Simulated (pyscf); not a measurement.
`[CH]1=[O+][CH2]1` → `[CH3][C+]=[O]`, a rearrangement (singlet surface; C–O, C–H broken, C–H formed). PySCF, gas phase, ωB97X-D3(BJ)/def2-SVP geometries. Correlated levels are frozen-core, on RHF or UHF. ΔMP2 is the change of the MP2 total energy from the triple- to the quadruple-zeta basis. Energies in kJ/mol from the reactant's lowest minimum found.

Small-basis levels: PySCF, no dispersion term, spherical d functions. AM1 to PM7: differences of heats of formation from MOPAC. Cost: rough CPU time at the saddle relative to B3LYP/6-31G*, from one job on a shared machine.

```csv
level,barrier,reaction energy,cost
HF/STO-3G,99.5,-249.1,0.05
HF/3-21G,18.0,-326.2,0.06
HF/6-31G*,75.7,-245.8,0.07
BP86/6-31G*,134.1,-218.9,12
PBE/6-31G*,139.4,-218.2,11
B3LYP/STO-3G,154.8,-202.6,0.5
B3LYP/6-31G*,120.9,-227.2,1
M06-2X/6-31G*,136.8,-222.7,2
B3LYP/6-311+G**,112.5,-239.3,2
PBE/def2-SVP,135.5,-226.7,14
PM3,-18.3,-291.9,under 0.02
PM7,20.8,-269.6,under 0.02
CCSD(T)/def2-TZVPP + ΔMP2(QZVPP),133.2,-233.5,–
```

Against the last row the barrier runs from -151.5 (PM3) to +21.6 kJ/mol (B3LYP/STO-3G); BP86/6-31G* happens to lie closest here (0.8 kJ/mol apart). At PM3 this geometry lies under one side, so the entry may be no barrier of that level: it is a single point on another level's saddle. CCSD(T)/def2-TZVPP + ΔMP2(QZVPP) has limits of its own. This is the saddle that the search found; another between the same sides may lie lower. The CCSD(T) − MP2 part came from Ansatz, without density fitting, on the same reference.
